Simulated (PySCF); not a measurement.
PySCF input:

```python
from pyscf import gto, scf, dft

mol = gto.M(
    atom='''
    F    -0.00000000   -0.00000000   -1.19889826
    B     0.00000000    0.00000000    0.08714772
    O     0.00000000    0.00000000    1.29429322
    ''',
    basis='def2-tzvpd',
    charge=0,
    spin=0,
    verbose=4,
)

mf = dft.RKS(mol, xc='m06l').density_fit(auxbasis='def2-universal-jkfit')
mf.grids.level = 4
mf.conv_tol = 1e-9
mf.max_cycle = 100
mf.max_memory = 1500
mf.kernel()
if not mf.converged:
    mf = mf.newton()
    mf.kernel(mf.make_rdm1())
mf.analyze()
```

Q: What final total energy does it print?

A: -200.06177 Eh (M06-L/def2-TZVPD).
